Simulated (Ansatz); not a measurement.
Correlation energies of `C#[C][Zr]([Cl])([C]#C)[C]#C` by basis set

```xyz
11

C     1.5836    2.4845    1.2548
C     0.7644    1.6624    0.8910
Zr   -0.6657    0.1808    0.2296
Cl   -2.7954    0.7570    0.9643
C    -0.1100   -1.7488    1.0333
C     0.2198   -2.8326    1.4759
C    -0.6367    0.0833   -1.9309
C    -0.6027    0.0228   -3.1452
H     2.3036    3.2052    1.5740
H     0.5106   -3.7835    1.8640
H    -0.5715   -0.0310   -4.2108
```

The species carries charge 0 and has multiplicity 1. Correlated methods include outer-core shells of Zr, which these sets cover unevenly. Zr takes the def2 core potential. All single points use the PBE0-D4/def2-TZVP geometry. Frozen core, restricted reference, the Gaussian-basis code of Ansatz.

| basis | HF (Eh) | MP2 corr. | CCSD corr. | (T) | CCSD(T) total |
| --- | --- | --- | --- | --- | --- |
| def2-SVP | -734.59031 | -1.11197 | -1.14754 | ? | ? |
| def2-TZVPP | ? | ? | – | – | – |
| def2-QZVPP | ? | -1.54271 | – | – | – |

(1) Fill in the withheld values. (Estimate.)

Results:

(1) The calculation gave: def2-SVP (T): -0.05480; def2-SVP CCSD(T) total: -735.79265; def2-TZVPP HF (Eh): -735.02544; def2-TZVPP MP2 corr.: -1.41835; def2-QZVPP HF (Eh): -735.05028.
